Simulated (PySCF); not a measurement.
KPb: energy against distance

Set-up: PySCF, scalar-relativistic core potentials, basis sets K def2-SVPD, Pb def2-SVPD with ECP60. Energies in eV from K + Pb in their ground configurations at the same level. State: ⁴Σ⁻ (quartet), unpaired electrons σ ↑, π ↑↑.

| R (Å) | UHF-SCS-MP2 | r²SCANh | HSE06 | UHF-CCSD |
| --- | --- | --- | --- | --- |
| 2.872 | -0.681 | -1.068 | -0.906 |  |
| 3.006 | -0.892 | -1.247 | -1.079 | -0.971 |
| 3.140 | -1.012 | -1.343 | -1.173 | -1.092 |
| 3.240 | -1.060 | -1.375 | -1.205 | -1.141 |
| 3.340 | -1.080 | -1.383 | -1.214 | -1.162 |
| 3.440 | -1.079 | -1.373 | -1.205 | -1.163 |
| 3.574 | -1.055 | -1.338 | -1.173 | -1.140 |
| 3.741 | -0.997 | -1.272 | -1.112 | -1.084 |
| 3.941 | -0.903 | -1.173 | -1.023 | -0.993 |
| 4.208 | -0.756 | -1.028 | -0.891 |  |

Problem. Put a parabola through the three lowest points of the UHF-SCS-MP2 curve and estimate Re, k and ωe (reduced mass 32.82 u; 1 eV/Å² = 0.16022 mdyn/Å; ωe = 1302.8·√(k/μ) cm⁻¹).

Solution. Through R = 3.24, 3.34, 3.44 Å the second-order coefficient is 1.05 eV/Å², so Re ≈ 3.385 Å, k ≈ 0.336 mdyn/Å and ωe ≈ 132 cm⁻¹. A polynomial fit of higher order to the unrounded UHF-SCS-MP2 energies gives Re = 3.387 Å, k = 0.291 mdyn/Å, ωe = 123 cm⁻¹; anharmonicity and rounding make the difference.

The higher-order fit for each curve: UHF-SCS-MP2: Re = 3.387 Å, ωe = 123 cm⁻¹, De = 1.08 eV; r²SCANh: Re = 3.329 Å, ωe = 125 cm⁻¹, De = 1.38 eV; HSE06: Re = 3.334 Å, ωe = 121 cm⁻¹, De = 1.21 eV; UHF-CCSD: Re = 3.393 Å, ωe = 121 cm⁻¹, De = 1.16 eV.

Correlated steps freeze 9 core orbitals. Correlated levels converge slowly with the basis: in double zeta they bind strong bonds too weakly, by up to about 1 eV, and carry superposition errors of some tenths. Spin–orbit coupling is left out, which matters for elements this heavy, above all for dissociation energies. The state was picked by a PBE0 search and need not be the measured ground state.
